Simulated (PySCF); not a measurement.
## Basis and Hamiltonian dependence of the ionisation energy of Cl⁺

Cl⁺ [Ne] 3s2 3p4 (3P) → Cl²⁺ [Ne] 3s2 3p3 (4S). Calculated with PySCF 2.14 from differences of total energies of unrestricted determinants, without spin-orbit coupling. Values in eV.

```json
{"basis": "cc-pV(D+d)Z", "Hamiltonian": "non-relativistic", "functions": "23", "UHF": "22.562", "LDA": "23.977", "PBE0": "23.829", "MP2 (valence)": "23.013", "CCSD(T) (valence)": "23.028", "CCSD(T) (valence and next inner shell)": "n/a"}
{"basis": "jorge-DZP-DKH", "Hamiltonian": "spin-free X2C", "functions": "24", "UHF": "22.503", "LDA": "23.932", "PBE0": "n/a", "MP2 (valence)": "23.005", "CCSD(T) (valence)": "23.021", "CCSD(T) (valence and next inner shell)": "n/a"}
{"basis": "aug-cc-pVDZ-DK", "Hamiltonian": "spin-free X2C", "functions": "27", "UHF": "22.510", "LDA": "23.930", "PBE0": "23.781", "MP2 (valence)": "23.031", "CCSD(T) (valence)": "23.069", "CCSD(T) (valence and next inner shell)": "n/a"}
{"basis": "ANO-RCC-VTZP", "Hamiltonian": "spin-free X2C", "functions": "34", "UHF": "22.606", "LDA": "23.953", "PBE0": "23.844", "MP2 (valence)": "23.364", "CCSD(T) (valence)": "23.516", "CCSD(T) (valence and next inner shell)": "23.517"}
{"basis": "def2-TZVP", "Hamiltonian": "non-relativistic", "functions": "37", "UHF": "22.582", "LDA": "n/a", "PBE0": "23.846", "MP2 (valence)": "23.335", "CCSD(T) (valence)": "23.473", "CCSD(T) (valence and next inner shell)": "n/a"}
{"basis": "x2c-TZVPPall", "Hamiltonian": "spin-free X2C", "functions": "42", "UHF": "22.573", "LDA": "23.969", "PBE0": "23.836", "MP2 (valence)": "23.339", "CCSD(T) (valence)": "23.477", "CCSD(T) (valence and next inner shell)": "23.491"}
{"basis": "dyall-av2z", "Hamiltonian": "non-relativistic", "functions": "50", "UHF": "22.519", "LDA": "23.952", "PBE0": "23.790", "MP2 (valence)": "23.077", "CCSD(T) (valence)": "23.113", "CCSD(T) (valence and next inner shell)": "n/a"}
{"basis": "aug-cc-pwCVTZ", "Hamiltonian": "non-relativistic", "functions": "75", "UHF": "22.589", "LDA": "23.977", "PBE0": "23.849", "MP2 (valence)": "23.386", "CCSD(T) (valence)": "23.531", "CCSD(T) (valence and next inner shell)": "23.563"}
{"basis": "def2-QZVPPD", "Hamiltonian": "non-relativistic", "functions": "79", "UHF": "22.593", "LDA": "23.978", "PBE0": "23.839", "MP2 (valence)": "23.484", "CCSD(T) (valence)": "23.642", "CCSD(T) (valence and next inner shell)": "23.657"}
{"basis": "dyall-av3z", "Hamiltonian": "non-relativistic", "functions": "84", "UHF": "22.586", "LDA": "23.978", "PBE0": "23.836", "MP2 (valence)": "23.379", "CCSD(T) (valence)": "23.520", "CCSD(T) (valence and next inner shell)": "n/a"}
{"basis": "dyall-acv3z", "Hamiltonian": "spin-free X2C", "functions": "113", "UHF": "22.578", "LDA": "23.967", "PBE0": "23.825", "MP2 (valence)": "23.385", "CCSD(T) (valence)": "23.530", "CCSD(T) (valence and next inner shell)": "n/a"}
{"basis": "dyall-acv3z", "Hamiltonian": "non-relativistic", "functions": "113", "UHF": "22.594", "LDA": "23.981", "PBE0": "23.841", "MP2 (valence)": "23.398", "CCSD(T) (valence)": "23.542", "CCSD(T) (valence and next inner shell)": "n/a"}
{"basis": "aug-cc-pCVQZ-DK", "Hamiltonian": "spin-free X2C", "functions": "134", "UHF": "22.579", "LDA": "23.968", "PBE0": "23.826", "MP2 (valence)": "23.487", "CCSD(T) (valence)": "n/a", "CCSD(T) (valence and next inner shell)": "n/a"}
```

Q: Estimate the row for aug-cc-pwCVQZ (non-relativistic, 134 functions).

A: From the rows with the same Hamiltonian and similar size; the calculation gives UHF 22.59; LDA 23.98; PBE0 23.84; MP2 (valence) 23.51 (eV).

Extrapolation of MP2 (valence) from aug-cc-pwCVTZ and aug-cc-pwCVQZ: the correlation parts are 0.796 and 0.912 eV; with the X⁻³ form and unrounded values, (4³ × 0.912 − 3³ × 0.796)/(4³ − 3³) = 0.996 eV, and adding the Hartree-Fock value 22.595 eV of the larger basis gives 23.591 eV.

Frozen in the all-electron rows: valence: [Ne]; valence and next inner shell: 1s2.

Reference for a calculation without spin-orbit coupling: 23.771 eV (measured, between term centres; NIST).
